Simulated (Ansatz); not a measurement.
Reaction (ligand exchange at the Si–O bond): `CO[SiH2][SiH2]O` + HCl → `CO[SiH2][SiH2]Cl` + H₂O

Calculated with Ansatz (gas phase, PBE0-D4/def2-TZVP geometries, no zero-point term in ΔE). CBS: MP2 limit from def2 TZ/QZ plus the TZ coupled-cluster correction, frozen cores. This one scheme is used for every species. DFT in def2-TZVPP. One conformer a species, not always the lowest.

`CO[SiH2][SiH2]O`:

```xyz
13

C    -1.850   -1.371   -1.186
O    -0.984   -0.309   -0.859
Si    0.190   -0.441    0.291
Si    1.326    1.614    0.344
O     2.394    1.668    1.608
H    -2.506   -1.044   -1.994
H    -1.293   -2.253   -1.525
H    -2.469   -1.659   -0.328
H    -0.416   -0.747    1.626
H     1.098   -1.587   -0.021
H     0.327    2.719    0.427
H     2.148    1.806   -0.877
H     2.033    1.603    2.493
```

HCl:

```xyz
2

Cl   -0.018   -0.453    0.451
H     0.018    0.453   -0.451
```

`CO[SiH2][SiH2]Cl`:

Z-matrix (Å, degrees):
```
C
O 1 1.411
H 1 1.091 2 108.3
H 1 1.096 2 111.3 3 -119.3
H 1 1.096 2 111.3 3 119.3
Si 2 1.645 1 122.8 3 -180.0
Si 6 2.339 2 106.7 1 -179.9
H 6 1.492 2 111.1 1 -59.6
H 6 1.492 2 111.1 1 59.8
Cl 7 2.068 6 106.4 2 179.7
H 7 1.484 6 112.7 2 61.7
H 7 1.484 6 112.7 2 -62.2
```

H₂O:

```xyz
3

O     0.188   -0.233   -0.249
H     0.250   -0.230    0.709
H    -0.438    0.463   -0.460
```

```json
{"level": "PBE-D4", "ΔE (kcal/mol)": "-5.0", "difference from CCSD(T)/CBS": "-0.4"}
{"level": "ωB97X-V", "ΔE (kcal/mol)": "-3.7", "difference from CCSD(T)/CBS": "0.9"}
{"level": "ωB97M-V", "ΔE (kcal/mol)": "-4.0", "difference from CCSD(T)/CBS": "0.6"}
{"level": "PBE", "ΔE (kcal/mol)": "-4.6", "difference from CCSD(T)/CBS": "0.0"}
{"level": "r2SCAN", "ΔE (kcal/mol)": "-3.8", "difference from CCSD(T)/CBS": "0.8"}
{"level": "PBE0", "ΔE (kcal/mol)": "-4.8", "difference from CCSD(T)/CBS": "-0.2"}
{"level": "MP2/def2-TZVPP", "ΔE (kcal/mol)": "-4.1", "difference from CCSD(T)/CBS": "0.5"}
{"level": "CCSD(T)/def2-TZVPP", "ΔE (kcal/mol)": "-3.2", "difference from CCSD(T)/CBS": "1.4"}
{"level": "MP2/def2-QZVPP", "ΔE (kcal/mol)": "-4.9", "difference from CCSD(T)/CBS": "-0.3"}
{"level": "MP2/CBS(def2)", "ΔE (kcal/mol)": "-5.5", "difference from CCSD(T)/CBS": "-0.9"}
{"level": "CCSD(T)/CBS", "ΔE (kcal/mol)": "-4.6", "difference from CCSD(T)/CBS": "0"}
```

Largest T1 diagnostic among the species: 0.012.

The D4 term adds −0.7 kcal/mol with B3LYP and −0.4 kcal/mol with PBE0; it sums over pairs of atoms, weighted by their polarisabilities, and B3LYP, whose exchange is more repulsive, gets the larger term.

B3LYP here is the variant with VWN-RPA as its local correlation; programs differ in this.
